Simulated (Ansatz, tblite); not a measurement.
Adding an electron: the cluster ZrAl₆⁺ (the lowest doublet isomer of a short search). Charge 1, multiplicity 2. Geometry: B3LYP-D4/def2-SVP. Ansatz, gas phase; energy differences of separate SCF runs; the reduced species is a triplet (the singlet lies 0.35 eV higher at PBE0-D4/def2-TZVP).

| atom | x (Å) | y (Å) | z (Å) |
| --- | --- | --- | --- |
| Zr1 | 2.143 | 1.003 | -0.064 |
| Al2 | -0.493 | 1.870 | -0.171 |
| Al3 | -2.070 | -0.090 | -0.958 |
| Al4 | -1.346 | -1.508 | 1.060 |
| Al5 | 0.247 | 0.424 | 1.879 |
| Al6 | 0.392 | -0.126 | -1.899 |
| Al7 | 1.128 | -1.572 | 0.152 |

In the def2 sets Zr takes a core potential; there is no spin–orbit coupling. The xTB rows come from tblite. Another isomer (doublet) lies 0.10 eV lower at PBE0-D4/def2-TZVP.

(1) Estimate orbital energies and vertical electron affinities at: GFN2-xTB; PBE-D4/def2-TZVP; r2SCAN-D4/def2-TZVP; PBE0-D4/def2-TZVP.

## Answers

(1) 
```csv
level,−HOMO (eV),−LUMO (eV),vertical EA (eV),HOMO–LUMO gap (eV),remarks
GFN2-xTB,–,–,8.51,–,–
PBE-D4/def2-TZVP,7.85,7.37,5.54,0.48,–
r2SCAN-D4/def2-TZVP,8.15,7.27,5.62,0.89,spin-contaminated (⟨S²⟩ 0.88) (+1 doublet)
PBE0-D4/def2-TZVP,8.74,6.66,5.55,2.08,spin-contaminated (⟨S²⟩ 0.83) (+1 doublet)
```

  HOMO and LUMO are the levels of the spin that leaves or enters (xTB has no such levels and no spin-polarisation term). Other spin states of the ions may lie lower, which would lower the ionisation energy or raise the affinity. Raw xTB energy differences between charge states are shifted by several eV; the methods need an empirical correction for them.
